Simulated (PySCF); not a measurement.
**Finite-field polarisability of Bi (bismuth, neutral)**

[Xe] 4f14 5d10 6s2 6p3, high-spin 4S determinant. All numbers are calculated (PySCF 2.14, scalar relativity through the core potential, in aug-cc-pwCVDZ-PP with ECP60MDF). Frozen: 5s2 5p6 5d10. Energy changes in a uniform field (μhartree):

| axis | F (au) | HF | MP2 | CCSD | CCSD(T) |
| --- | --- | --- | --- | --- | --- |
| x | 0.002 | -98.728 | -98.194 | -98.433 | -98.610 |
| x | 0.004 | -395.127 | -392.998 | -393.957 | -394.667 |

Problem. Derive α along x at CCSD(T) from the two fields.

Solution. With ΔE = −αF²/2 − γF⁴/24, α = −(16 ΔE(F) − ΔE(2F))/(6F²) = 49.30 bohr³.

Problem. And the mean polarisability at each level?

Solution. HF 49.35, MP2 49.09, CCSD 49.21, CCSD(T) 49.30 bohr³. Reference: 48 ± 4 bohr³ (recommended; Schwerdtfeger and Nagle, table of static dipole polarizabilities (2023 update)).

Spin-orbit coupling is strong in this species (close to jj coupling), so the high-spin LS determinant is a model state, not a physical level.

A double-zeta set is small for polarisabilities.
